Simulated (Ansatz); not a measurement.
Ideal-gas functions of germane at 800 K and 1 bar, from an Ansatz frequency run at PBE0-D4/def2-TZVP.

Molar mass 76.64 g/mol, point group Td (symmetry number 12), electronic degeneracy 1, moments of inertia 6.325, 6.326, 6.327 u Å². Harmonic wavenumbers (cm⁻¹, unscaled): 821, 821, 821, 923, 924, 2170, 2176, 2176, 2176.

Use S(trans) = R[1.5 ln M + 2.5 ln T − 1.1517]; rotational temperatures θ = 24.2544 K / I; S(rot) = R[ln(√π/σ · √(T³/θAθBθC)) + 1.5]; for each mode x = 1.438777 ν̃/T, S = R[x/(eˣ − 1) − ln(1 − e⁻ˣ)] and H = RT x/(eˣ − 1); 1 cm⁻¹ = 0.0119627 kJ/mol; R = 8.31446 J/(mol·K).

By hand: the entropy, in J/(mol·K).

Translation 183.5. Rotation: θ = 3.8347, 3.8341, 3.8335 K, giving 63.2. Vibration, mode by mode: 5.79, 5.79, 5.79, 4.99, 4.99, 0.84, 0.83, 0.83, 0.83, in all 30.7. Electronic 0.0. Sum 277.4 J/(mol·K).

By hand: H − E and G − E in kJ/mol, counted from the electronic energy.

Zero-point energy ½ × 13008 × 0.0119627 = 77.8; thermal vibration 16.0; translation, rotation and pV give 4 RT = 26.6. H − E = 120.4 kJ/mol, and G − E = 120.4 − 800 × 277.4/1000 = -101.5 kJ/mol.

Vibration gives 11 % of the entropy.
